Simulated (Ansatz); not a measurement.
Isolated molecules relaxed with PBE0-D4/def2-TZVP in Ansatz; ΔE leaves out vibrations. CCSD(T)/CBS adds triple-zeta CCSD(T) − MP2 to the extrapolated MP2 energy (def2 sets, frozen cores). This one scheme is used for every species, atoms too. Functionals use def2-TZVPP. B3LYP here is the variant with VWN-RPA as its local correlation; programs differ in this. Open shells (•) are unrestricted, without spin–orbit coupling. Spin–orbit coupling would lower the free atoms: a little for C, Cl, Si.

Reaction (atomization): `[SiH3]C1=CC1Cl` → 3 C• + Cl• + 5 H• + Si•

| level | ΔE (eV) |
| --- | --- |
| r2SCAN-D4 | 38.47 |
| B3LYP-D4 | 38.18 |
| r2SCAN | 38.41 |
| PBE0 | 38.42 |
| MP2/def2-TZVPP | 37.96 |
| SCS-MP2/def2-TZVPP | 37.65 |
| CCSD(T)/def2-TZVPP | 37.13 |
| HF/def2-QZVPP | 27.84 |

(1) What does CCSD(T)/CBS give? (An estimate is asked.)

Largest T1 diagnostic among the species: 0.012.

Results:

(1) Computed: +38.17 eV. The listed levels differ from it by 0.30, 0.01, 0.24, 0.25, -0.21, -0.52, -1.04, -10.33 eV.

The D4 term adds +0.39 eV with B3LYP and +0.20 eV with PBE0; it sums over pairs of atoms, weighted by their polarisabilities, and B3LYP, whose exchange is more repulsive, gets the larger term. From PBE to PBE0 (25 % exact exchange), in def2-TZVPP and without D4, ΔE moves by −0.63 eV: exact exchange takes away binding that semilocal exchange gives to molecules. In def2-TZVPP, CCSD(T) changes the Hartree–Fock value by +9.34 eV (the triples alone add +0.69 eV) and MP2 by +10.17 eV; breaking electron pairs costs correlation energy, which Hartree–Fock lacks.

For atomizations the MP2-based limit and the directly extrapolated one differ by several kJ/mol either way, and by 10 to 25 for some Ge, Se and Sn compounds, so smaller differences from it don't rank the levels.
